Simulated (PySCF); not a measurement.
Species: C6H10F (doublet state).
Z-matrix (Å and degrees, GFN2-xTB geometry), rows numbered from 1:
```
C 
C   1  1.5293
C   2  1.5469  1  115.75
C   3  1.5412  2   89.74  1  -115.45
C   4  1.4868  3   88.28  2    -2.23
C   5  1.4633  2  132.40  1   -51.89
F   6  1.4127  5  112.25  2    82.31
H   1  1.0873  2  110.38  3   171.35
H   1  1.0871  2  110.11  3    51.75
H   1  1.0881  2  110.11  3   -68.44
H   2  1.0973  1  108.41  3   129.38
H   3  1.0868  2  113.88  1     1.32
H   3  1.0872  2  114.33  1   127.89
H   4  1.0945  3  114.79  2   114.36
H   4  1.0937  3  115.57  2  -119.93
H   6  1.0960  5  111.95  2  -160.41
H   6  1.0955  5  111.99  2   -35.19
```

The hyperfine couplings belong to this conformer and change with its torsions.

As a line formula: `C[C@@H]1CC[C]1CF` [radical].

Level of theory: UKS B3LYP, pcH-1 on C F H, non-relativistic, mean-field spin-orbit, GIAO (PySCF). Geometry: GFN2-xTB, one conformer, isolated molecule. The geometry wasn't refined by DFT: couplings that depend on bond lengths, twists or pyramidal angles can differ widely from those at the functional's own minimum. Stability of the SCF solution: not tested.

Principal values of hyperfine tensors in MHz (contact and dipolar terms together), for some of the nuclei:

```tsv
atom	isotope	A1	A2	A3
F7	19F	218.66	224.32	576.40
H14	1H	109.61	111.04	121.86
H15	1H	102.98	103.52	116.00
H11	1H	94.14	95.00	107.53
C5	13C	20.09	21.91	250.72
C1	13C	53.15	53.38	66.07
C2	13C	-33.19	-30.18	-28.25
H16	1H	10.13	13.53	26.35
```

Split each tensor into its isotropic and traceless parts, and turn a_iso into mT with g = 2.0024.

a_iso = (A1 + A2 + A3)/3, Ti = Ai − a_iso; 1 mT corresponds to 28.026 MHz.

```json
{"atom": "F7", "a_iso (MHz)": "339.80", "a_iso (mT)": "12.124", "T1": "-121.13", "T2": "-115.47", "T3": "236.61"}
{"atom": "H14", "a_iso (MHz)": "114.17", "a_iso (mT)": "4.074", "T1": "-4.56", "T2": "-3.13", "T3": "7.69"}
{"atom": "H15", "a_iso (MHz)": "107.50", "a_iso (mT)": "3.836", "T1": "-4.52", "T2": "-3.98", "T3": "8.50"}
{"atom": "H11", "a_iso (MHz)": "98.89", "a_iso (mT)": "3.528", "T1": "-4.75", "T2": "-3.89", "T3": "8.64"}
{"atom": "C5", "a_iso (MHz)": "97.57", "a_iso (mT)": "3.482", "T1": "-77.48", "T2": "-75.67", "T3": "153.15"}
{"atom": "C1", "a_iso (MHz)": "57.53", "a_iso (mT)": "2.053", "T1": "-4.38", "T2": "-4.16", "T3": "8.54"}
{"atom": "C2", "a_iso (MHz)": "-30.54", "a_iso (mT)": "-1.090", "T1": "-2.65", "T2": "0.36", "T3": "2.29"}
{"atom": "H16", "a_iso (MHz)": "16.67", "a_iso (mT)": "0.595", "T1": "-6.54", "T2": "-3.14", "T3": "9.68"}
```

What spin density at the nucleus of H15 lies behind its contact coupling (g_N = 5.58569)?

a_FC = 800.24 MHz bohr³ × g_N × ρ(0)/(2S). With a_FC = 107.50 MHz and 2S = 1, ρ(0) = 0.02405 bohr⁻³. In magnitude that is 7.6 % of the 1/π = 0.318 of a free hydrogen atom.

C4 (13C, g_N = 1.40482) isn't in the table. Its spin density at the nucleus is -0.0287 bohr⁻³. What is its contact coupling?

By the same relation, a_FC = -32.3 MHz. Its full tensor has the principal values -34.98, -31.65, -30.16 MHz.

Which nucleus of the table has the largest anisotropic coupling, and what is its form?

F7: -121.1, -115.5, 236.6 MHz, nearly axial, close to the ratio −1:−1:+2.

In a single crystal, with the field along each principal axis of the tensor of H14 in turn, what first-order splitting does this nucleus give (isotropic g, quadrupole terms neglected)?

2 lines (I = 1/2), spaced by |A_i|/(g × 13.996): 3.91, 3.96, 4.35 mT along the axes of A1, A2 and A3.

On Arm Neoverse V1, one thread, on a shared host, this took 60 s wall (with the writing of density and orbital grids) and 1.1 GiB of memory at its peak.
